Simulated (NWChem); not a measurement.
Species: BNH5 cation; SMILES B[NH3+]

All runs: NWChem. Pople sets run with spherical d functions. Medium grid unless said otherwise, to which SCAN and Minnesota functionals are sensitive. Coordinates come from a PBE-D3(BJ)/def2-SVP optimisation. B3LYP is NWChem's, with the RPA form of VWN correlation. Total energies of different functionals are on different scales.

```csv
level,energy (Ha),highest occupied level (eV),orbital gap (eV)
B3LYP/6-31G*,-82.3398,-15.87,7.94
PBE/6-31G*,-82.2059,-14.56,5.71
M06-L/6-31G*,-82.3181,-14.90,6.64
PW6B95/6-31G*,-82.4327,-16.19,8.48
CAM-B3LYP/6-31G*,-82.2831,-17.57,11.14
r2SCAN/6-31G*,-82.2717,-14.95,6.59
BHandHLYP/6-31G*,-82.2866,-17.54,11.11
SCAN/6-31G*,-82.2828,-14.96,6.54
```
